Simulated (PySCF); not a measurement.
## Calculated data, B₂H₅NSi

Computed with PySCF 2.14.0. Calculation on a computer-drawn molecule: the log of a Hartree-Fock and frozen-core CCSD(T) single point meant for a local Hartree-Fock minimum, with one planted fault or none, to be diagnosed. Offsets are logged minus clean, where the clean run is the same molecule without the fault. The reference is restricted for singlets and unrestricted otherwise, and also for a bond in bohr or an excited solution. Adding or removing an electron swaps singlet and doublet. The excited solution moves the top pair (singlet) or top alpha electron (doublet) to the lowest empty orbital. Highest occupied and lowest empty are orbital energies over both spins, largest force is the largest gradient component, triples share is (T) over the correlation energy, the T1 limit is 0.02 restricted and 0.045 unrestricted, electrons count all cores, a negative frequency is imaginary (commonest isotopes), and the dipole is about the centre of nuclear charge.

```json
{"formula": "B2H5NSi", "logged_structure": {"atoms_angstrom": [["N", -1.6573, -0.0506, 0.5815], ["B", -1.9517, -1.0789, -0.3141], ["B", -0.8214, -1.8613, -1.3258], ["Si", -0.1738, -1.2407, -3.1198], ["H", -2.3488, 0.3672, 1.1687], ["H", -0.7419, 0.3214, 0.7257], ["H", -3.1063, -1.4324, -0.3793], ["H", -0.3521, -2.913, -0.9506], ["H", -1.2998, -1.9655, -3.8377]]}, "given": {"meant_charge": 0, "meant_multiplicity": 1, "meant_basis": "cc-pV(D+d)Z", "logged_electrons": 36, "logged_basis_functions": 90, "logged_SCF_converged": "yes", "logged_spin_squared": 0.0, "logged_highest_occupied [eV]": -5.6392, "logged_lowest_empty [eV]": -1.8365, "logged_largest_force [hartree/bohr]": 0.062965, "logged_CC_converged": "no", "logged_dipole_magnitude [debye]": 3.0937, "logged_SCF_stable_within_its_kind": "no", "logged_energy_HF [hartree]": -395.41761, "possible_faults": "no fault, one electron removed, one electron added, multiplicity raised by two, geometry at a saddle point, SCF held on an excited solution, minimal basis STO-3G, one bond length entered in bohr, all coordinates scaled", "drawn_bonds_atom": [1, 2, 3, 1, 1, 2, 3, 4], "drawn_bonds_other_atom": [2, 3, 4, 5, 6, 7, 8, 9], "drawn_bonds_order": [1, 1, 1, 1, 1, 1, 1, 1]}, "results": {}, "notes": ["CCSD not converged"]}
```

## Withheld values
1. B₂H₅NSi: planted fault?

Calculated values
1. SCF held on an excited solution

Further results for B₂H₅NSi:

```
HF energy offset from clean run : 126.3 kcal/mol
```
